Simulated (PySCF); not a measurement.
Computed with PBE-D3(BJ)/def2-TZVP // PBE0-D3(BJ)/def2-TZVP run with PySCF. Isolated molecules, 0 K electronic values unless said otherwise. One relaxed conformer stands for a flexible species; it need not be the lowest. 

Reference species (SMILES): `C/C=C/[SiH3]` (neutral, multiplicity 1).

The HOMO is -6.43 eV and the LUMO is -1.19 eV.

Changed species: `C=[SiH]CC` (C–Si–C–C torsion 1°).

Q: Give the shifts of the HOMO and LUMO.

A: the HOMO rises by 1.19 eV, to -5.24 eV; the LUMO falls by 0.27 eV, to -1.46 eV.
